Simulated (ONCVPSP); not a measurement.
Al (Z = 13), ONCV: configuration errors across variants

* Element: aluminium
* Generator: ONCVPSP 4.0.1
* Type: optimised norm-conserving Vanderbilt (ONCV)
* Functional: PBEsol
* Relativity: scalar-relativistic
* Frozen core: [Ne]
* Valence charge: 3
* Reference configuration: 3s2 3p1
* Partial waves: 3s: rc 2.15 bohr, ncon 4, nbas 9, qcut 2.7 1/bohr, 2 projectors, debl 1.5 Ha; 3p: rc 2.85 bohr, ncon 4, nbas 8, qcut 3.4 1/bohr, 2 projectors, debl 2.1 Ha
* Local potential: polynomial inside 1.70 bohr (lpopt 1, dvloc0 -1 Ha)
* Core correction: Teter function fitted to the true core (icmod 2), fcfact 0.75

All-electron excitation energies from the reference (eV): (1) 3s2 3p0 5.736; (2) 3s1 3p0 24.907; (3) 3s2 3p0.5 2.074; (4) 3s1 3p2 5.119.

Errors AE − PS in meV (a dash: test not solved or not reliable):

| change | (1) | (2) | (3) | (4) | bound ghosts | GHOST(+) flags above zero |
| --- | --- | --- | --- | --- | --- | --- |
| base | -0.3 | +0.5 | -0.2 | -7.3 | none | s |
| local potential polynomial inside 1.70 bohr (lpopt 1, dvloc0 -2.5 Ha) | -0.3 | +0.5 | -0.2 | -7.3 | none | s |
| local potential polynomial inside 1.70 bohr (lpopt 1, dvloc0 -0.5 Ha) | -0.3 | +0.5 | -0.2 | -7.3 | none | s |
| local potential polynomial inside 1.70 bohr (lpopt 1, dvloc0 0.5 Ha) | -0.3 | +0.5 | -0.2 | -7.3 | none | none |
| local potential polynomial inside 1.70 bohr (lpopt 1, dvloc0 1.5 Ha) | -0.3 | +0.5 | -0.2 | -7.3 | none | none |
| local potential polynomial inside 1.70 bohr (lpopt 1, dvloc0 2.5 Ha) | -0.3 | +0.5 | -0.2 | -7.3 | none | none |
| local potential polynomial inside 1.70 bohr (lpopt 1, dvloc0 4.5 Ha) | -0.3 | +0.6 | -0.1 | -7.3 | none | p |
| local potential polynomial inside 1.70 bohr (lpopt 1, dvloc0 7 Ha) | +0.1 | +0.8 | -0.1 | -7.3 | none | s |
| local potential polynomial inside 1.70 bohr (lpopt 1, dvloc0 8 Ha) | -0.3 | +0.5 | -0.2 | -7.3 | none | none |
| local potential polynomial inside 1.70 bohr (lpopt 1, dvloc0 9.5 Ha) | -0.3 | +0.5 | -0.2 | -7.3 | none | none |

**Question.** Give the same row for: local potential polynomial inside 1.70 bohr (lpopt 1, dvloc0 5.5 Ha).

**Answer.** -0.4, +0.5, -0.2, -7.3; bound ghosts: none; GHOST(+) flags above zero: none.
